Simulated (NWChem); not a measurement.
BN$_{2}$H$_{5}$; SMILES B(N)N

```xyz
8

B      0.0000     0.0000    -0.4932
H      0.0000     0.0000    -1.7068
N     -1.2431     0.0000     0.1759
H     -2.1178     0.0000    -0.3260
H     -1.3522     0.0000     1.1808
N      1.2431     0.0000     0.1759
H      1.3522     0.0000     1.1808
H      2.1178     0.0000    -0.3260
```
Atoms are numbered in this order, from 1.

Program: NWChem. Pople sets run with spherical d functions. Coordinates come from a PBE0/def2-SVP optimisation.

### Question
Predict the results for TPSS/6-31G*. Quantities: highest occupied level (eV); orbital gap (eV); dipole (D).

### Answer
```json
{
 "highest occupied level (eV)": "-5.02",
 "orbital gap (eV)": "6.97",
 "dipole (D)": "1.56"
}
```
